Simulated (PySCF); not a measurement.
Al(Cl)(Me)(SeH) (CH4AlClSe), SMILES [CH3][Al]([Cl])[SeH]. Atoms are numbered in the order given.

```xyz
8

Al    -0.4127     0.6616     0.0000
Cl     1.1962     2.0345     0.0000
C     -2.2483     1.3004     0.0000
H     -2.4323     1.9306    -0.8867
H     -2.9850     0.4821     0.0000
H     -2.4323     1.9306     0.8867
Se     0.2222    -1.5680     0.0000
H     -1.1843    -2.0206     0.0000
```

Geometry: B3LYP-D3(BJ)/def2-SVP. The structure was generated by enumeration; whether it is a known compound was not checked. One conformer was computed; it need not be the lowest.

All values below come from PBE0/def2-TZVP run with PySCF.

Isolated molecule, no solvent.

```yaml
total_energy: -3144.26245 hartree
point_group: Cs
highest_occupied_level: -7.45 eV
lowest_empty_level: -0.85 eV
orbital_gap: 6.60 eV
dipole_moment: 2.37 D
quadrupole, principal values (traceless, Buckingham form, about the centre of nuclear charge): -3.89, 1.88, 2.01 D·Å
mean_static_polarisability: 76.6 bohr³ (11.35 Å³)
polarisability_principal_values: 59.3, 78.6, 91.8 bohr³
```
